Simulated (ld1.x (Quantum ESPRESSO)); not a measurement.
Ranking TM potentials for sulfur (S)

All share these settings but for the change named:

* Element: S (Z = 16)
* Generator: ld1.x (Quantum ESPRESSO) 7.5
* Type: norm-conserving Troullier–Martins (Kleinman–Bylander form)
* Functional: PW91
* Relativity: scalar-relativistic
* Frozen core: [Ne]
* Valence charge: 6
* Reference configuration: 3s2 3p4
* Partial waves: 3s (bound): rc 1.45 bohr; 3p (bound): rc 1.80 bohr; 3d channel at -0.1 Ry: rc 1.65 bohr
* Local potential: all-electron potential smoothed inside 1.40 bohr (lloc = -1)
* Core correction: none

Test errors are all-electron minus pseudo excitation energies from the reference, over 3s2 3p3; 3s2 3p2; 3s2 3p1; 3s1 3p4; 3s2 3p4.3; 3s2 3p3.5; 3s1 3p5. None of these files shows a bound ghost.

The base gives 98.6 meV.

Of 8 variants that were run, those that failed, showed a ghost or another fault, or gave nearly equal values are left out.

A variant can come out equal or close to the base, since the largest error may sit in a test that the change hardly touches while other tests move.

Question: Rank these variants by their largest absolute test error, smallest first.
A. local potential all-electron potential smoothed inside 1.70 bohr (lloc = -1)
B. local potential all-electron potential smoothed inside 2.10 bohr (lloc = -1)
C. local potential all-electron potential smoothed inside 1.88 bohr (lloc = -1)
D. local potential all-electron potential smoothed inside 1.16 bohr (lloc = -1)

Answer: B (46.8 meV), C (77.7 meV), A (87.7 meV), D (106.0 meV).
